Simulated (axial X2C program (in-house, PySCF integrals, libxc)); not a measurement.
Lu: configurations by level of theory

Computed with an axial X2C code built on PySCF integrals, basis dyall-v3z (cores contracted in-house), spin-free (one-electron X2C) and two-component (2c, atomic mean-field Coulomb and Gaunt terms). Energies in eV from the lowest row of each column (rows without correlated energies are left out; n/a marks j-coupled starts, which PBE0 does not hold); electrons by l are Mulliken totals of the Hartree–Fock solution, and PBE0 can relax to another configuration under the same block occupation. Coupled cluster uses truncated natural virtuals with an MP2 remainder. Frozen shells in the correlated columns: 4 s, 3 p, 2 d.

The low spin-free determinants:

| electrons by l | M_S, M_L | HF | MP2 | PBE0 |
| --- | --- | --- | --- | --- |
| s12 p24 d21 f14 | 1/2, 2 | 0.00 | 0.00 | 0.10 |
| s12 p24 d21 f14 | 1/2, 0 | 0.00 | 0.00 | 0.00 |
| s12 p24 d21 f14 | 1/2, 1 | 0.05 | 0.01 | 0.06 |
| s11.9 p25 d20 f14 | 1/2, 1 | 0.34 | 0.85 | 0.90 |

And the two-component ones:

```tsv
electrons by l	2M_J	HF	MP2	PBE0
s12 p24 d21 f14	3	0.07	0.00	0.00
s12 p24 d21 f14	1	0.13	0.01	0.00
s12 p24 d21 f14	5	0.26	0.27	0.24
s11.8 p25 d20.2 f14	1	0.00	0.77	0.68
s11.9 p25 d20 f14	3	0.66	1.14	1.08
```

Ground level as tabulated from the NIST Atomic Spectra Database (leading term): 2S+1 = 2, L = 2, J = 3/2.

Spin-free rows of one term, and 2c rows of one J level, should be degenerate; broken spherical symmetry, the missing current term of PBE0 and determinants that mix terms or J levels spread them. The search is wide but not exhaustive and can miss a configuration; gaps between s and d configurations can be off by some tenths of an eV with this basis and core.

The run took 76 s on 1 thread of Arm Neoverse V1, with other jobs on the host.
